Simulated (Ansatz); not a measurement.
The cluster SnCl2⁺, relaxed as a doublet with UKS PBE0-D4/def2-TZVP in Ansatz, starting from the GFN2-xTB geometry. Force threshold 0.02 eV/Å.

In the def2 sets Sn takes a core potential; there is no spin–orbit coupling. The relaxation made no stability test and no search for a lower SCF solution. The structure comes from a short search, and lower isomers may exist.

Start:

Cartesian coordinates in Å:
```
Sn 0.0832 0.6170 0.4040
Cl -0.9258 -1.2687 1.4459
Cl 0.8425 0.6517 -1.8499
```

```
step  energy (eV)  largest force component (eV/Å)  SCF passes
   1  -30862.7507                           0.989          19
   2  -30862.8954                           0.271          28
   3  -30862.9001                           0.018          24
```

Force components are those of the run's own axes.

End:

```xyz
3

Sn    0.084    0.626    0.410
Cl   -0.872   -1.214    1.341
Cl    0.787    0.588   -1.751
```

By distances, no bond broke or formed. The bond that changes most is Sn1–Cl2, from 2.38 to 2.27 Å (atoms count from 1).

No frequencies were taken in this run, so the end may be a saddle point.

Hardware: 4 threads of Arm Neoverse V1 on a shared host. Wall time 5.5 s.
